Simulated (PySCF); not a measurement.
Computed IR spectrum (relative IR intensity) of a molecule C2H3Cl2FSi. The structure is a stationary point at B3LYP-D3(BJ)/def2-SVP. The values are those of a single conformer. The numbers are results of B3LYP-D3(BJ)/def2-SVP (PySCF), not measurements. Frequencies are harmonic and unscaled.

Lines under 2 % of the strongest are left out, and lines within 2 cm⁻¹ are merged.

ν (cm⁻¹): 172 (vw), 281 (vw), 349 (vw), 432 (w), 547 (m), 596 (m), 786 (m), 820 (m), 839 (vs), 912 (s), 950 (w), 1114 (w), 1386 (w), 1666 (w), 2306 (m) (against the strongest line: vs over 80 %, s over 45 %, m over 15 %, w over 4 %, vw less)

Q: Which structure fits?
A. C=C(Cl)[Si@@H](F)Cl
B. F/C=C\[SiH](Cl)Cl
C. F/C=C(/Cl)[SiH2]Cl
D. C=C[Si](F)(Cl)Cl

A: A, C=C(Cl)[Si@@H](F)Cl
